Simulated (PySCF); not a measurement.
**Computed vibrations of [Bi(H2O)]3+**

[Bi(H2O)]3+ (singlet). PySCF 2.14.0, RKS PBE0, Bi def2-SVP with ECP60, O def2-SVP, H def2-SVP; non-relativistic Hamiltonian with scalar-relativistic core potentials where named; density fitting; no spin-orbit coupling. Central differences of gradients.

```xyz
4

Bi    0.0000    0.0000   -0.1787
O     0.0000    0.0000    2.0055
H     0.8059    0.0000    2.6166
H    -0.8059    0.0000    2.6166
```

Run from Python with OMP_NUM_THREADS=2. Where DIIS fails, smearing, a level shift and second-order steps follow.
It took 7.1 s on 2 threads of Intel(R) Xeon(R) Platinum 8488C (Sapphire Rapids), on a shared host.

(1) What are the harmonic wavenumbers and infrared intensities?

(2) Is this a minimum?

Results:

(1) Modes are labelled in C2v; negative numbers are unstable modes, those under 60 cm⁻¹ near the noise; a finer grid moves soft modes by up to 10 cm⁻¹.
```csv
cm⁻¹,km/mol,symmetry
485,9.9,a1
643,445.9,b1
752,57.8,b2
1602,118.0,a1
3259,1204.4,a1
3302,678.6,b2
```

(2) Yes. Ideal gas at 298.15 K and 1 bar: S = 263.0 J/(mol K), Cp = 45.9 J/(mol K), H − H(0 K) = 11.1 kJ/mol (rigid rotor, harmonic modes, spin degeneracy alone).
